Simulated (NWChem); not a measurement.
Species: C$_{2}$H$_{4}$O$_{3}$Si; SMILES C=C1O[SiH](O)O1

```xyz
10

C      0.3117     2.5021     0.0000
C      0.0464     1.1891     0.0000
O     -0.1248     0.3557     1.1019
Si    -0.4390    -0.9262     0.0000
O      0.5856    -2.2165     0.0000
O     -0.1248     0.3557    -1.1019
H      0.4174     3.0330     0.9530
H      0.4174     3.0330    -0.9530
H     -1.8013    -1.5089     0.0000
H      1.5408    -2.0216     0.0000
```
Atoms are numbered in this order, from 1.

Results from NWChem. Pople sets run with spherical d functions. The geometry was optimised at PBE-D3(BJ)/def2-SVP. B3LYP is NWChem's, with the RPA form of VWN correlation. Atomic charges in e: unrestrained fits to the electrostatic potential beside Mulliken populations; buried atoms are poorly determined by the fit.

For level Hartree-Fock/6-31G*:

| Quantity | Value |
|---|---|
| Mulliken C1 | -0.56 |
| Mulliken C2 | 0.84 |
| Mulliken O3 | -0.79 |
| ESP Si4 | 1.28 |
| Mulliken Si4 | 1.39 |
| ESP O5 | -0.77 |
| Mulliken O5 | -0.86 |

**Question.** Estimate the same quantities for level B3LYP/def2-SVP.

**Answer.** The Mulliken C1 is -0.13 and the Mulliken C2 comes out as 0.34. The Mulliken O3 comes out as -0.42, the ESP Si4 comes out as 1.10 and the Mulliken Si4 is 0.81. The ESP O5 is -0.66 and the Mulliken O5 is -0.36.
